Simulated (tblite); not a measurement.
**CHBr2F: calculation against experiment**

**Experimental background.**

From CRC Handbook of Chemistry and Physics, for the gas at 298.15 K: standard entropy 316.8 J/(mol K).

The runs below try to reproduce these values; the comparison stands at the end.

Species: CHBr2F.
Numbering: `[F:1][CH:2]([Br:3])[Br:4]` (hydrogens: H5 on C2)

Geometry (PBE0-D3(BJ)/def2-SVP, Å), atoms numbered from 1 in this order:
```
atom  x, y, z in Å
F1    -0.0960    1.0734   -1.0285
C2    -0.0909    0.0961   -0.1261
Br3    1.5464   -0.9166   -0.2696
Br4   -1.6527   -1.0153   -0.3580
H5    -0.1322    0.5094    0.8893
```

GFN2-xTB wavenumbers (cm⁻¹, harmonic, unscaled, at the method's own geometry): 146, 261, 321, 567, 574, 1073, 1125, 1218, 2934. Point group Cs, symmetry number 1. Entropy at 298.15 K and 1 bar in J/(mol K): translation 174.3, rotation 118.1, vibration 28.7.

## Comparison

**Standard entropy at 298.15 K.** Measured: 316.8 J/(mol K) (298.15 K; CRC Handbook of Chemistry and Physics).

| level | computed (J/(mol K)) | computed − measured (J/(mol K)) | % (from the printed values) |
| --- | --- | --- | --- |
| GFN2-xTB, rigid rotor and harmonic oscillator | 321.1 | +4.3 | +1 |

Ideal gas at 1 bar, most abundant isotopes; table values of this kind come from calorimetry or from spectroscopic constants.

The geometry is computed, not the measured one. Where a level misses, the cause wasn't examined.
